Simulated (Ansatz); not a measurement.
Reaction (cleavage of the Sb–Si bond): `C[O][Sb]([F])[SiH3]` + H–F → `C[O][Sb]([F])[F]` + SiH₄

Calculated with Ansatz (gas phase, PBE0-D4/def2-TZVP geometries, no zero-point term in ΔE). CCSD(T)/CBS is the MP2 limit (def2-TZVPP, def2-QZVPP) plus CCSD(T) − MP2 in def2-TZVPP, frozen cores. This one scheme is used for every species. Functionals use def2-TZVPP. Elements past krypton have def2 core potentials. For Sb outer-core shells are correlated without core-valence functions, which leaves a few kJ/mol of doubt a bond. Each species was taken in one conformer, which may not be the lowest.

| level | ΔE (kJ/mol) |
| --- | --- |
| PBE0-D4 | -69.6 |
| CCSD(T)/def2-TZVPP | -79.2 |

Task: What does CCSD(T)/CBS give? (Best estimate.)

Result: Ansatz gave: -80.2 kJ/mol. The listed levels differ from it by 10.6, 1.0 kJ/mol.

Largest T1 diagnostic among the species: 0.015.

In def2-TZVPP, CCSD(T) changes the Hartree–Fock value by +21.0 kJ/mol (the triples alone add +1.9 kJ/mol) and MP2 by +20.1 kJ/mol. From r2SCAN to r2SCAN0 (25 % exact exchange), in def2-TZVPP and without D4, ΔE moves by +6.6 kJ/mol. Leaving LDA and LC-ωPBE aside and taking each functional with its dispersion term where it has one, the values, not all of them listed here, spread over 29.9 kJ/mol, from B97M-V to HSE06-D4. LDA lies +5.6 kJ/mol from PBE without D4.

CCSD(T)/CBS has its own doubt, a few kJ/mol and more with outer-core shells, so smaller differences from it don't rank the levels.
